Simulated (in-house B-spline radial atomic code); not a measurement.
# Ionising Er+ with different functionals

Computed with a radial B-spline atomic code at the basis-set limit: four-component Dirac-Coulomb Hamiltonian, Fermi nucleus of rms radius 5.2516 fm, spin-restricted, spherical fractional occupations for the functionals, and exact exchange of hybrids averaged over the configuration. The ionisation energy is the difference of two self-consistent energies, [Xe] 4f12 6s1 → [Xe] 4f12, without Breit or QED terms; ε is the level of the shell that loses the electron (mean over j).

```tsv
method	rung	ΔSCF (eV)	-ε(6s) (eV)
B3LYP	global hybrid	12.10	9.76
B97-1	global hybrid	11.80	9.59
HSE06	range-separated hybrid	11.78	9.31
wB97X	range-separated hybrid	11.67	11.81
```

Question: Among the functionals, which spreads more, the ΔSCF values or the orbital energies?

Answer: The orbital energies: ΔSCF values span about 0.43 eV and the orbital energies 2.49 eV; here energy differences depend much less on the functional than eigenvalues do.

Question: How do they compare with the NIST value?

Answer: NIST lists 11.92 eV ± 0.02 (semi-empirical, ground level to ground level). Errors run from -0.25 to +0.19 eV; B97-1 is closest (-0.11 eV), but part of that can be cancellation, since the calculations leave out Breit-QED terms, spin polarisation, the choice among j levels, multiplet and fine-structure energies.
